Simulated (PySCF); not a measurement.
Compound: C₄H₇F₂Si (doublet state).
Cartesian coordinates in Å at the GFN2-xTB level; atoms count from 1:
```xyz
14
C4H7F2Si angstrom
C     -1.1135   -1.7711    0.0434
C     -0.4137   -0.5895   -0.0206
Si    -1.3307    1.0152   -0.4753
C      0.9381   -0.5827    0.2709
C      1.7771    0.6407    0.2556
F      1.2425    1.6480    1.0120
F      3.0054    0.3992    0.7750
H     -2.1629   -1.8118   -0.1836
H     -0.6365   -2.6957    0.3257
H     -1.5900    1.7862    0.7355
H     -0.5180    1.7745   -1.4288
H     -2.5840    0.6133   -1.1167
H      1.4583   -1.4906    0.5407
H      1.9272    1.0638   -0.7559
```

The hyperfine couplings belong to this conformer and change with its torsions.

As a line formula: `C=C([SiH3])[CH]C(F)F` [radical].

Method used: UKS B3LYP, pcH-1 on C F H Si, non-relativistic, mean-field spin-orbit, GIAO (PySCF 2.14.0). One conformer (not necessarily the lowest) at the GFN2-xTB geometry, without solvent, vibrations or thermal averaging. The geometry wasn't refined by DFT: couplings that depend on bond lengths, twists or pyramidal angles can differ widely from those at the functional's own minimum. No stability test was run, so a lower SCF solution isn't excluded. ⟨S²⟩ is 0.778 where a pure state has 0.75.

(1) The isotropic 13C couplings are +58.7, +53.9, -46.4, -18.0 MHz. Assign them to C1; C2; C4; C5.

Results:

(1) 
| site | a_iso (MHz) | ρ(0) (bohr⁻³) | position | distance from C4 (Å) | spin population | largest \|T\| (MHz) |
| --- | --- | --- | --- | --- | --- | --- |
| C1 | +53.9 | +0.0480 | a main spin site | 2.38 | +0.66 | 98.4 |
| C2 | -46.4 | -0.0413 | 1 bond from C1 | 1.38 | -0.26 | 28.1 |
| C4 | +58.7 | +0.0523 | largest spin population | 0.00 | +0.67 | 107.0 |
| C5 | -18.0 | -0.0160 | 1 bond from C4 | 1.48 | -0.03 | 2.3 |

ρ(0) is the spin density at the nucleus and T the dipolar tensor; a_iso includes a spin–orbit part; entries for several nuclei are means. The largest Mulliken spin populations are on C4 (+0.67), C1 (+0.66) and C2 (-0.26). The positive populations add up to 1.38 and the negative ones to -0.38, together 2S = 1. The angles at C4 add up to 360.0°, so it is planar; its axial dipolar tensor and the negative coupling of its proton fit spin in a p orbital normal to that plane. Main spin sites, with 60 % or more of the largest population: C1, C4; positions count bonds from the nearest.

β density exceeds α density at some nuclei, such as C2 (-0.0413), C5 (-0.0160) and H13 (-0.0095), spin density in bohr⁻³. In a single determinant that takes different orbitals for the two spins, that is spin polarisation.

Class means assume fast exchange of nuclei equivalent by connectivity; if that motion is slow, each nucleus keeps its own coupling. The three 1H nuclei of mean -5.8 MHz run from -10.6 to -1.4 MHz in the frozen geometry. The 19F value of +81.6 MHz is a mean of couplings from 17.7 to 145.5 MHz in this one geometry, not an average over conformers.
